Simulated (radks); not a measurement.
Spherical quantum dot in the effective-mass picture: electrons in a hard-walled sphere of radius 2.09, with a point charge +1 (a donor) at the centre, all in effective atomic units (hartree* = m*/eps^2 hartree, bohr* = eps/m* bohr), one dielectric constant everywhere. Calculated with a radial shooting solver with Libxc functionals: non-relativistic Kohn-Sham, r2SCAN, spin-polarised, spherical densities, generalised Kohn-Sham scheme. Levels are named by radial order and angular momentum (1s, 1p, 1d, 2s, ...), and open shells are averaged over m.

N = 9, configuration 1s2 1p6 1d(up 1, down 0). This is the lowest configuration that the search found. Occupied and some empty levels:

level,occupation,eigenvalue (hartree*),<r> (bohr*)
1s up,1,5.8911,1.095
1s down,1,5.9273,1.084
1p up,3,6.9955,1.297
1p down,3,7.0580,1.294
1d up,1,8.3962,1.396
1d down,0,8.4690,1.395
2s up,0,8.9870,0.9777
2s down,0,9.0171,0.9881
1f up,0,10.138,1.464
1f down,0,10.215,1.464
2p up,0,11.708,1.095
2p down,0,11.740,1.097

Energy (hartree*): total 35.4975, kinetic 20.284, external -8.0804, Hartree 28.847, exchange-correlation -5.5536.
